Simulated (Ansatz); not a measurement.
N-methyl-N-silylethenamine (C3H9NSi), SMILES C=CN(C)[SiH3].

The structure is a stationary point at B3LYP-D3(BJ)/def2-SVP. The values are those of a single conformer.

Two levels are set side by side: PBE/def2-TZVPD (Ansatz, an electronic-structure program) and PBE0/def2-TZVPD (Ansatz). Energy differences of separate SCF runs at the same geometry; the states with an electron removed or added have multiplicity 2 and 2. Differences are taken from unrounded values.

```tsv
quantity	PBE0
vertical ionisation energy (eV)	7.82
vertical singlet–triplet gap (eV)	3.79
```

Problem. What does PBE give, and how far is it from PBE0? (An estimate is asked for; the answer gives what the named calculation found.)

Solution. 
| quantity | PBE | PBE minus PBE0 |
|---|---|---|
| vertical ionisation energy (eV) | 7.78 | -0.04 |
| vertical singlet–triplet gap (eV) | 3.82 | 0.03 |

Here PBE gives about what the other level gives.
